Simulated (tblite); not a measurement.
Problem. Write Cartesian coordinates for `[SiH2](COCC)[NH]` [radical] as optimised with GFN2-xTB. (Doublet state.)

Solution. 
```
atom  x, y, z in Å
C1    -2.3127   -0.2301   -0.4994
C2    -0.9969    0.5241   -0.4398
O3    -0.5289    0.5648    0.8812
C4     0.7364    1.0868    1.0213
Si5    2.0909   -0.2549    0.4574
N6     1.6515   -0.5607   -1.1095
H7    -2.6585   -0.2846   -1.5277
H8    -2.1812   -1.2374   -0.1138
H9    -3.0655    0.2733    0.1025
H10   -1.1037    1.5466   -0.8322
H11   -0.2133    0.0207   -1.0530
H12    0.8951    1.3038    2.0731
H13    0.8917    1.9779    0.4119
H14    2.0640   -1.2260    1.5567
H15    3.2917    0.5825    0.5193
H16    1.4317   -1.4809   -1.4593
```

Any rigid rotation of these coordinates is as good. Atoms count from 1 in this order. O3 (oxygen bonded to 2 C) is bent (angle 114.4°). Of the pairs four or more bonds apart, N6···H11 is among the closest relative to their van der Waals radii: 1.95 Å, 71 % of the sum of Bondi's values. The C–O distances run from 1.376 Å (O3–C4, drawn single) to 1.402 Å (C2–O3, drawn single), a spread of 0.026 Å. N6 (nitrogen bonded to Si and H) is bent (angle 123.7°).

Bonds between heavy atoms (Å): C1–C2 1.518, C2–O3 1.402, O3–C4 1.376, C4–Si5 1.988, Si5–N6 1.656.

Computed geometry: GFN2-xTB, gas phase. This method treats the open shell by occupation alone, without spin polarisation.

Point group: C1 (no symmetry element, even within 0.4 Å). Its GFN2-xTB frequencies are all real (lowest 72 cm⁻¹). Torsions: C1–C2–O3–C4 173°, C2–O3–C4–Si5 -76°, O3–C4–Si5–N6 58°, C4–Si5–N6–H -123°. 3 starts were optimised and ended at 0.00, 4.03 and 4.89 kcal/mol (GFN2-xTB); the lowest of these is shown.

On one thread of an Arm Neoverse V2, shared host with 48 logical CPUs at a one-minute load of 10, this took 0.56 s wall. That covers the optimisation of the geometry.

One conformer stands for the species.
